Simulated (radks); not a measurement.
Neutral thulium inside a hard spherical wall (all orbitals vanish at R), configuration held at [Xe] 4f13 6s2 and not refilled when levels cross. Calculated with a radial shooting solver on a logarithmic mesh with Libxc functionals: scalar-relativistic Kohn-Sham, LDA (Slater exchange, Perdew-Wang correlation), spin-polarised, spherical densities, finite nucleus; open shells are filled with parallel spins first (spin-orbit coupling, left out, can overturn this in heavy ions); Fermi nuclear charge, rms radius 5.2256 fm. Eigenvalues in eV for spin up, with the zero of energy where the potential of the charges vanishes at infinity; a dash marks a level that is unbound or too diffuse for the functional's potential to be trusted. A positive occupied level is held by the wall or, in an anion where self-interaction has pushed it up, behind a barrier. The pressure on the wall is -dE/dV.

| R (bohr) | E (hartree) | kinetic (hartree) | e(5s) | e(5p) | e(6s) | e(4f) | e(6p, empty) | e(5d, empty) | pressure (GPa) |
|---|---|---|---|---|---|---|---|---|---|
| free | -13557.5759 | 14729.168 | -53.730 | -27.203 | -4.044 | -3.682 | - | - | 0 |
| 12 | -13557.5757 | 14729.171 | -53.707 | -27.180 | -4.027 | -3.659 | -1.086 | -0.946 | 0.00389 |
| 10 | -13557.5741 | 14729.185 | -53.605 | -27.079 | -3.944 | -3.560 | -0.858 | -0.832 | 0.0425 |
| 7 | -13557.5414 | 14729.377 | -52.636 | -26.129 | -2.968 | -2.606 | 1.014 | 0.188 | 1.59 |
| 2.5 | -13550.7008 | 14754.638 | -25.881 | 1.645 | 75.993 | 28.430 | 101.38 | 39.563 | 4710 |
| 2 | -13538.9069 | 14793.962 | 1.676 | 33.965 | 172.54 | 58.139 | 209.63 | 82.977 | 23800 |
| 1.5 | -13494.6145 | 14929.716 | 91.566 | 139.36 | 452.38 | 131.27 | 509.25 | 213.05 | 179000 |
